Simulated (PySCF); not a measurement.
Unknown compound

Molecular formula: C7H8NP. Simulated spectra:

1H NMR (400 MHz, computed): δ 7.61 (m, 1H), 7.39 (m, 1H), 7.24 (m, 1H), 6.84 (m, 1H), 6.83 (m, 1H), 5.48 (m, 1H), 5.40 (m, 1H), 5.17 (m, 1H).

13C{1H} NMR (computed): δ 175.6 (C), 138.1 (CH), 137.5 (CH), 133.7 (CH), 131.3 (CH), 119.8 (CH2), 108.1 (CH2).

Computed data (PySCF 2.14): structure optimised with GFN2-xTB, shieldings: GIAO PBE0/pcSseg-1. One conformer, no solvent model, non-relativistic Hamiltonian.

Chemical shifts δ = σref − σ; TMS for 1H, 13C, all at this level.

Problem. Which candidate is it?
A. C#CCn1cpcc1C
B. C=Cc1nccpc1C
C. C=Cc1pccn1C=C
D. c1cc(P2CC2)ccn1

Solution. C. 

- 7 carbon signals for 7 carbons: no two carbons are equivalent.
- Carbon types of the structure: 1 × C, 4 × CH, 2 × CH2, which accounts for all hydrogens.
- δC 175.6: substituted aromatic carbon next to a ring nitrogen.
- δC 138.1, 133.7: alkene CH; as expected for a trigonal carbon in a double bond.
- δC 137.5: aromatic CH; the aromatic region.
- δC 131.3: aromatic CH next to a ring nitrogen.
- δC 119.8, 108.1: terminal =CH2 carbon; the olefinic region.

The others: c1cc(P2CC2)ccn1 would give 4 carbon signals, not 7; C=Cc1nccpc1C would give 6 signals for carbon-bound and other non-exchanging H, not 8; C#CCn1cpcc1C would give 5 signals for carbon-bound and other non-exchanging H, not 8.

Splittings by 31P in the carbon and heteronuclear signals aren't shown, as no couplings were computed. Shifts are as computed. Against solution values, carbons near 30 ppm lie about +3 ppm off and those near 130 ppm about +5 ppm. Of 1211 compounds with measured shifts, 218 miss one by over three times the rms of a fit or turn the order of signals round; such compounds aren't used in these exercises. Multiplicities follow the n + 1 count of equivalent neighbours, as no J values were calculated; m marks all less simple cases, F and P coupling included.
